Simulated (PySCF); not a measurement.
Calculation: ωB97X-D3(BJ)/def2-TZVP // PBE0-D3(BJ)/def2-TZVP (PySCF 2.14.0). Gas-phase values, no solvent. One relaxed conformer stands for a flexible species; it need not be the lowest. Delta-SCF ions had no search for a lower state. Excitations are Tamm–Dancoff values on a coarser integration grid. The basis has no diffuse functions, so Rydberg states are missing or too high.

Reference species (SMILES): `C#CC(=C)C=O` (neutral, multiplicity 1).

S1 oscillator strength: 0.000
HOMO–LUMO gap: 9.70 eV
T1 excitation (TDA): 3.14 eV
vertical ionisation energy (Delta-SCF): 9.81 eV

Changed species: `c1occ2c1C2`.

Question: Give the shifts of the S1 oscillator strength, HOMO–LUMO gap, T1 excitation (TDA) and vertical ionisation energy (Delta-SCF).

Answer: the S1 oscillator strength stays essentially unchanged; the HOMO–LUMO gap rises by 1.76 eV, to 11.46 eV; the T1 excitation (TDA) rises by 1.22 eV, to 4.36 eV; the vertical ionisation energy (Delta-SCF) falls by 0.76 eV, to 9.05 eV.
